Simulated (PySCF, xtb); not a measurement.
SiF2Cl2, SMILES F[Si](Cl)(Cl)F.

GFN2-xTB (xtb) at its own geometry gives an orbital gap of 7.65 eV and a dipole moment of 1.19 D.

Coordinates come from a B3LYP-D3(BJ)/def2-SVP optimisation.

Question: What does r2SCAN/def2-TZVP (PySCF) give? (The exact figures need the calculation; the answer reports its results.)

Answer: gap 7.99 eV (levels -8.89 and -0.90 eV), dipole 0.75 D.
